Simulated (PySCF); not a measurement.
Frontier orbitals and the lowest excitations

B₂H₇NO₂.
Geometry (PBE0-D3(BJ)/def2-SVP, Å), atoms numbered from 1 in this order:
```
atom  x, y, z in Å
N1    -1.3399    0.0887    0.5453
B2    -0.2402   -0.3172   -0.5907
B3     1.2399   -0.3541    0.2636
O4     1.2203    0.1220    1.5643
O5     2.4727   -0.7629   -0.1785
H6    -0.9203    0.7904    1.1612
H7    -2.2157    0.4467    0.1657
H8    -1.5523   -0.7162    1.1347
H9    -0.2717    0.5825   -1.4285
H10   -0.6148   -1.3785   -1.0833
H11    2.1018    0.0993    1.9585
H12    2.4212   -1.0815   -1.0839
```

Theory: TDDFT CAM-B3LYP/def2-SVPD, vertical, gas phase, core orbitals frozen in the response in PySCF 2.14.0, density-fitted response routines.

Kohn–Sham orbitals with the atoms that hold most of them (Löwdin shares over 4%, at most four atoms; ? is withheld):

| orbital | ε (eV) | atoms |
| --- | --- | --- |
| LUMO+2 | 1.75 | O5 22%, B2 21%, O4 17%, H12 10% |
| LUMO+1 | 1.16 | B3 34%, O4 15%, O5 14%, H7 10% |
| LUMO | ? | B2 23%, B3 15%, H7 13%, H8 13% |
| HOMO | -8.37 | ? |
| HOMO-1 | -9.27 | ? |
| HOMO-2 | -10.36 | O5 45%, O4 42%, B3 7% |
| HOMO-3 | -11.21 | B2 27%, N1 20%, O5 18%, H10 12% |

Give the leading atoms of the HOMO-1.

B2 (bonded to B, N and 2 H) 40%; H10 (bonded to B) 22%; H9 (bonded to B) 20%; N1 (bonded to B and 3 H) 6%. By element: hydrogen 42% or more, boron 40% or more, nitrogen 6%.

Give the leading atoms of the HOMO.

B2 (bonded to B, N and 2 H) 34%; B3 (bonded to B and 2 O) 25%; O5 (bonded to B and H) 10%; H9 (bonded to B) 8%. By element: boron 60%, oxygen 10% or more, hydrogen 8% or more.

What is the LUMO energy, and the HOMO–LUMO gap?

ε(LUMO) = 0.52 eV; the gap is 8.89 eV (0.3269 hartree).

How does S1 compare with the orbital gap of 8.89 eV?

S1 is at 6.04 eV (f = 0.016), 2.85 eV below the gap, made of HOMO→LUMO (96%). Without the coupling terms of the response equations the lowest excitation would equal the gap.

One configuration dominates each of S1, S2 and S3. Which, and how do the shares of the two leading atoms of either orbital change from the occupied to the empty one?

- S1 (6.04 eV, f 0.016), HOMO→LUMO (96%): B2 34% → 23%, B3 25% → 15%
- S2 (6.79 eV, f 0.028), HOMO→LUMO+1 (82%): B2 34% → at most 11%, B3 25% → 34%, O4 at most 8% → 15%
- S3 (6.86 eV, f 0.014), HOMO-1→LUMO (90%): B2 40% → 23%, H10 22% → at most 14%, B3 at most 6% → 15%

On one thread of an Arm Neoverse V2, shared host, this took 58 s.

One conformer stands for the species.
